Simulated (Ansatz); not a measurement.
Relaxation of Cl₅H₃OW (10 atoms, charge 0, multiplicity 1), to a largest force component of 0.03 eV/Å in at most 50 steps.

The calculation used Ansatz 0.2.0, RKS PBE/def2-SVP.

```xyz
10
Properties=species:S:1:pos:R:3:forces:R:3
W -0.037 -0.159 0.096 0.24 0.36 0.29
Cl 0.051 -0.082 2.476 -0.02 -0.02 -0.19
Cl 2.119 -1.099 0.082 0.01 0.00 0.00
Cl -1.486 1.636 0.347 0.02 0.01 0.01
H -1.299 -0.411 -0.974 0.05 0.01 0.04
Cl -0.866 -2.294 0.308 0.00 -0.01 0.00
Cl 0.608 0.780 -1.920 0.00 -0.02 -0.03
O 1.968 2.061 0.999 -0.50 -0.43 0.36
H 2.687 1.404 0.890 0.00 0.01 0.01
H 1.639 1.859 1.912 0.21 0.10 -0.49
```

Where does it end, and by what steps?

The forces met the threshold. After 7 steps the energy has fallen by 0.408 eV; O8 moved furthest, 0.57 Å. Joined: W1–O8 (3.12 → 2.34 Å).

| step | energy less start (eV) | largest force component (eV/Å) | accepted |
| --- | --- | --- | --- |
| 0 | 0.0000 | 0.502 | yes |
| 1 | -0.0963 | 0.948 | yes |
| 2 | -0.2399 | 1.025 | yes |
| 3 | -0.3664 | 0.758 | yes |
| 4 | -0.3841 | 0.645 | yes |
| 5 | -0.4016 | 0.157 | yes |
| 6 | -0.4074 | 0.076 | yes |
| 7 | -0.4077 | 0.028 | yes |

```xyz
10
Properties=species:S:1:pos:R:3
W 0.117 -0.036 0.206
Cl 0.099 -0.099 2.593
Cl 2.265 -1.078 0.191
Cl -1.387 1.739 0.482
H -1.140 -0.187 -0.869
Cl -0.775 -2.157 0.269
Cl 0.763 0.770 -1.896
O 1.559 1.717 0.795
H 2.439 1.290 0.670
H 1.443 1.738 1.774
```

Whether the end is a true minimum wasn't checked by a vibrational analysis.

Run time: 13 s on 4 threads of Intel(R) Xeon(R) 6975P-C (Granite Rapids), on a shared host, peak memory 0.27 GiB.
